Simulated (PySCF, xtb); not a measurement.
TeF3, SMILES F[Te+](F)F, charge +1.

Harmonic wavenumbers (cm⁻¹) from GFN2-xTB (xtb 6.7.1) at its own minimum, in rising order: 148, 148, 185, 494, 494, 533.

What does PBE-D3(BJ)/def2-SVP (PySCF 2.14.0) give at its own minimum? (Estimate from the structure and the level; the computed values follow.)

190, 190, 232, 689, 694, 694. Paired by order, the mean absolute difference is 115 cm⁻¹ and the zero-point energies are 2.9 and 3.8 kcal/mol.
